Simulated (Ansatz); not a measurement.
The molecule ZrIn, multiplicity 6 (lowest of 2S+1 = 2, 4, 6 at PBE0/def2-TZVPP; our sources give no spin for the ground state, which may be another). No spin–orbit coupling.

The constants come from a fifth-degree fit in 1/R (seven points, main isotopes). In def2 and cc sets the state is the lowest found near the PBE0 minimum, followed along R.

Codes used: Ansatz (a program for electronic structure). Values without a source in brackets are computed. In def2 rows elements past Kr take small-core potentials, without spin–orbit coupling.

Q: What bond length and harmonic frequency does PBE/def2-TZVPP give?

A: r_e = 2.823 Å, ω_e = 170 cm⁻¹.

Q: What bond length and harmonic frequency does PBE0/def2-TZVPP give?

A: r_e = 2.787 Å, ω_e = 182 cm⁻¹.

Q: What bond length and harmonic frequency does wB97M-V/def2-TZVPP give?

A: r_e = 2.752 Å, ω_e = 195 cm⁻¹.
